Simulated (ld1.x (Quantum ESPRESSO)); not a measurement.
**An all-electron radial function and its pseudo partner (chromium (Cr))**

Columns: radius, all-electron u(r) and pseudo u(r) of the 3d shell (level -2.93 eV) of chromium in the configuration [Ne] 3s2 3p6 3d5 4s1 4p0; PBEsol, scalar-relativistic, TM scheme, ld1.x (Quantum ESPRESSO) 7.5.

```
r (bohr)  all-electron  pseudo
   0.065        0.0158  0.0029
   0.130        0.0813  0.0227
   0.195        0.1838  0.0717
   0.260        0.3006  0.1549
   0.325        0.4151  0.2682
   0.390        0.5177  0.3997
   0.455        0.6040  0.5330
   0.520        0.6730  0.6520
   0.585        0.7252  0.7451
   0.650        0.7620  0.8072
   0.715        0.7853  0.8396
   0.780        0.7974  0.8482
   0.845        0.8006  0.8403
   0.910        0.7967  0.8232
   0.975        0.7874  0.8023
   1.040        0.7740  0.7808
   1.105        0.7577  0.7599
   1.170        0.7392  0.7397
   1.235        0.7194  0.7194
   1.300        0.6986  0.6986
   1.365        0.6774  0.6774
   1.430        0.6560  0.6560
   1.495        0.6346  0.6346
   1.560        0.6135  0.6135
   1.625        0.5929  0.5929
   1.690        0.5726  0.5726
```

Task: How many radial nodes do the two functions have?

Result: The all-electron 3d function has n − l − 1 = 0; the pseudo-wave has 0.

Task: At about which radius was the pseudo-wave matched?

Result: 1.30 bohr, where the columns begin to agree (steps of 0.07 bohr).

Task: Where does each function peak?

Result: Outermost all-electron maximum near 0.84 bohr, pseudo maximum near 0.78 bohr (to the table’s step).

Task: Is the pseudo-wave norm-conserving?

Result: Yes: the TM scheme keeps the norm inside the radius equal to the all-electron one, which fixes the energy derivative of the logarithmic derivative at the level.
